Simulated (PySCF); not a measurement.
CBr3, SMILES [C](Br)(Br)Br, multiplicity 2. Atoms are numbered in the order given.

```xyz
4

C      0.0000     0.0000     0.2160
Br     1.5925     0.9194    -0.0123
Br    -1.5925     0.9194    -0.0123
Br     0.0000    -1.8389    -0.0123
```
Charge 0, spin multiplicity 2.

The structure is a stationary point at ωB97X-D3(BJ)/def2-SVP.

The numbers are results of r2SCAN/def2-TZVP (PySCF), not measurements.

ESP charges are fitted to the potential on shells at 1.4 to 2.0 van der Waals radii. Atomic charges (e):

```csv
atom,Mulliken,ESP fit,Löwdin,meta-Löwdin,Mulliken spin
C1,-0.07,-0.15,-1.09,-0.21,0.77
Br2,0.02,0.05,0.36,0.07,0.08
Br3,0.02,0.05,0.36,0.07,0.08
Br4,0.02,0.05,0.36,0.07,0.08
```

Computed Mayer and Wiberg (Löwdin basis) orders of the bonds:
```csv
bond,Mayer,Wiberg
C1–Br2,1.17,1.85
C1–Br3,1.17,1.85
C1–Br4,1.17,1.85
```
